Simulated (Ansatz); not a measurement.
**A geometry optimisation of CH4CuSe+ with B3LYP/6-31G***

The starting geometry of this gas-phase singlet was optimised with GFN2-xTB.

```xyz
7

C    -1.3969   -0.4182   -0.0927
Cu    2.3140    1.5044    0.8826
Se    0.3495   -0.7346   -0.8671
H    -1.7364    0.5944   -0.2882
H    -1.4078   -0.6529    0.9678
H     1.3266    0.5545    0.1719
H    -2.0500   -1.1180   -0.6162
```

**Question.** Where would you expect an optimisation with B3LYP/6-31G* to take it?

**Answer.** It rearranges, giving a structure given below by its coordinates. Contacts that open: Cu2–H6 (1.54 → 2.86 Å). Contacts that close: Cu2–Se3 (3.45 → 2.17 Å), Se3–H6 (1.92 → 1.49 Å).

The energy falls by 2.63 eV over 20 steps:

| step | E − E(last) (eV) |
| --- | --- |
| 1 | 2.631 |
| 3 | 2.089 |
| 5 | 1.695 |
| 7 | 0.944 |
| 9 | 0.520 |
| 12 | 0.183 |
| 14 | 0.052 |
| 16 | 0.002 |
| 18 | 0.001 |
| 20 | 0.000 |

Final geometry (Å):

```xyz
7

C    -1.1972   -0.3372   -0.0104
Cu    2.0396   -0.4910    0.8189
Se    0.6077    0.2257   -0.6443
H    -1.9123    0.1803   -0.6507
H    -1.3379   -0.0781    1.0374
H     0.4590    1.6446   -0.2277
H    -1.2601   -1.4147   -0.1651
```

No frequencies were run, so the end isn't proven a minimum. Run with Ansatz 0.2.0, 53 s on 2 threads of Arm Neoverse V1 (shared host).
